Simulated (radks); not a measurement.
Problem. Radial electron density D(r) = 4 pi r^2 rho(r) of an atom or ion with 16 electrons. Calculated with a radial shooting solver on a logarithmic mesh with Libxc functionals: non-relativistic Kohn-Sham, PBE, spin-polarised, spherical densities, point nucleus.

r (bohr),D(r) (e/bohr),spin D(r)
0.005886,3.069,-0.0000199
0.006584,3.713,-0.00000156
0.007364,4.475,0.0000329
0.008303,5.438,0.0000988
0.009287,6.490,0.000203
0.01039,7.703,0.000373
0.01171,9.190,0.000666
0.0131,10.76,0.00110
0.01465,12.50,0.00177
0.01639,14.39,0.00278
0.01848,16.56,0.00443
0.02067,18.67,0.00675
0.02312,20.79,0.0102
0.02607,23.00,0.0155
0.02916,24.88,0.0228
0.03261,26.48,0.0332
0.03677,27.77,0.0489
0.04113,28.46,0.0693
0.046,28.60,0.0970
0.05145,28.17,0.134
0.05801,27.14,0.185
0.06489,25.80,0.247
0.07258,24.32,0.322
0.08183,22.88,0.418
0.09153,22.01,0.520
0.1024,21.84,0.627
0.1154,22.61,0.739
0.1291,24.17,0.826
0.1444,26.30,0.881
0.1615,28.56,0.885
0.1821,30.49,0.820
0.2037,31.23,0.687
0.2278,30.51,0.498
0.2569,27.99,0.267
0.2873,24.24,0.0797
0.3214,19.74,-0.0124
0.3624,14.98,0.0658
0.4053,11.37,0.347
0.4533,9.096,0.827
0.5071,8.220,1.45
0.5717,8.439,2.15
0.6395,9.046,2.68
0.7153,9.360,2.95
0.8064,8.884,2.88
0.902,7.620,2.50
1.009,5.841,1.93
1.138,3.844,1.28
1.272,2.281,0.762
1.423,1.181,0.396
1.592,0.5283,0.178
1.795,0.1861,0.0633
2.007,0.05821,0.0200
2.245,0.01487,0.00513
2.532,0.002688,0.000929
2.832,0.0004216,0.000145

What is the nuclear charge?

Solution. Z = 24. The innermost maximum, from 1s, lies near 1/Z = 0.0417 bohr (found: 0.0446), and its height grows with Z. The density is that of the chromium ion Cr8+ in [Ne] 3s2 3p4; the configuration itself is not fixed sharply by these data, and Z only to about a unit. D(r) has 3 maxima, at r = 0.0446, 0.205, 0.715 bohr, and minima at 0.0992, 0.524 bohr, inside which lie 2.13, 10.44 electrons.
